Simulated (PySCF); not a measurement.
C5H7F3P2.
Atom-mapped SMILES: `[CH3:1][C:2]#[C:3][P:4]([CH2:5][PH2:6])[C:7]([F:8])([F:9])[F:10]` (hydrogens: H11, H12, H13 on C1; H14, H15 on C5; H16, H17 on P6)

All values: PBE0/pcSseg-1 (PySCF, non-relativistic), on one gas-phase PBE0-D3(BJ)/def2-SVP geometry that isn't relaxed in the solvent. The solvent is an IEF-PCM continuum (Bondi radii, 1.10 Å for H, scaled by 1.2). Only the electrostatic response of the medium enters.

Gas phase at PBE0/pcSseg-1: HOMO -7.17 eV, LUMO -0.58 eV, dipole 2.76 D.

Task: What does the continuum do to the energy, the frontier levels and the dipole at PBE0/pcSseg-1 in chloroform and methanol?

Result: 
```csv
solvent,ε,E(solvent) − E(gas) (kcal/mol),polarisation term (kcal/mol),distortion of the solute (kcal/mol),HOMO (eV),LUMO (eV),dipole (D)
chloroform,4.711,-3.87,-4.23,0.36,-7.12,-0.48,3.19
methanol,32.61,-5.31,-5.98,0.67,-7.12,-0.47,3.31
```

Polarisation term: ½ Σ q·V over the induced surface charges. Distortion: the rise of the solute's own energy as its density leaves the gas-phase optimum. From chloroform to methanol the lowering changes by a factor 1.37, Onsager's factor (ε − 1)/(2ε + 1) by 1.34 and ε itself by 6.9.

Task: Which radius a makes the point-dipole formula ΔE = −[(ε − 1)/(2ε + 1)]·μ²/a³ give the value in methanol, with the gas-phase dipole?

Result: μ = 1.086 au and |ΔE| = 0.00845 Eh give a = 2.14 Å; the farthest nucleus lies 3.96 Å from the centroid of the nuclei, so such a sphere wouldn't even hold the nuclei. The formula assumes a rigid point dipole at the centre of a sphere.

Task: Which Hirshfeld charges (PBE0/pcSseg-1) respond most in chloroform (means over atoms taken as equivalent)?

Result: 
| atoms | environment | gas (e) | solvent (e) | change |
| --- | --- | --- | --- | --- |
| C3 | alkyne carbon | -0.149 | -0.161 | -0.012 |
| P6 | phosphine phosphorus | +0.080 | +0.072 | -0.008 |
| P4 | phosphine phosphorus | +0.153 | +0.146 | -0.007 |
| H11/H12/H13 | methyl hydrogen | +0.066 | +0.072 | +0.006 |
| H14/H15 | methylene hydrogen | +0.042 | +0.046 | +0.004 |
| H16/H17 | P–H hydrogen | -0.016 | -0.012 | +0.004 |
| F8/F9/F10 | fluorine of a CF3 group | -0.093 | -0.096 | -0.003 |
| C5 | sp3 carbon bound to phosphorus | -0.161 | -0.158 | +0.003 |
| C1 | propargylic carbon | -0.088 | -0.086 | +0.002 |
| C7 | CF3 carbon | +0.207 | +0.206 | -0.001 |
| C2 | alkyne carbon | -0.015 | -0.015 | 0.000 |

Task: Which Mayer bond orders change most in chloroform?

Result: 
| bond | length (Å) | gas | solvent | change |
| --- | --- | --- | --- | --- |
| C2–C3 | 1.218 | 2.718 | 2.702 | -0.016 |
| P4–C5 | 1.852 | 0.961 | 0.971 | +0.010 |
| C1–C2 | 1.450 | 1.214 | 1.223 | +0.009 |
| C1–H11 | 1.101 | 0.917 | 0.910 | -0.007 |
| C1–H12 | 1.101 | 0.917 | 0.911 | -0.006 |
| C7–F10 | 1.331 | 1.000 | 0.995 | -0.005 |
| C1–H13 | 1.101 | 0.921 | 0.916 | -0.005 |
| C5–H15 | 1.102 | 0.926 | 0.921 | -0.005 |

Shape of the structure used: `[CH3:1][C:2]#[C:3][P:4]([CH2:5][PH2:6])[C:7]([F:8])([F:9])[F:10]`: C3–P4–C5–P6 -70°, C3–P4–C7–F8 -51°, H–P6–C5–P4 51°, H–P6–C5–P4 -43°.
